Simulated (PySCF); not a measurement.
## Rh²⁺: excitation energy

Rh²⁺ [Kr] 4d7 (4F) → Rh²⁺ [Kr] 4d6 5s1 (6D), as a difference of total energies. All numbers are calculated (PySCF 2.14, scalar relativity through the core potential, in aug-cc-pVTZ-PP with ECP28MDF). Correlated levels: valence: 4s2 4p6 frozen. The calculations carry no spin-orbit coupling.

```json
{"method": "UHF", "excitation energy (cm⁻¹)": "38006"}
{"method": "LDA", "excitation energy (cm⁻¹)": "37072"}
{"method": "PBE", "excitation energy (cm⁻¹)": "38624"}
{"method": "PBE0", "excitation energy (cm⁻¹)": "40100"}
{"method": "r2SCAN", "excitation energy (cm⁻¹)": "37359"}
{"method": "B2PLYP", "excitation energy (cm⁻¹)": "41726"}
{"method": "wB97M-V", "excitation energy (cm⁻¹)": "43363"}
{"method": "r2SCAN0", "excitation energy (cm⁻¹)": "38898"}
{"method": "M06-L", "excitation energy (cm⁻¹)": "46323"}
{"method": "MP2 (valence)", "excitation energy (cm⁻¹)": "42408"}
{"method": "SCS-MP2 (valence)", "excitation energy (cm⁻¹)": "46697"}
```
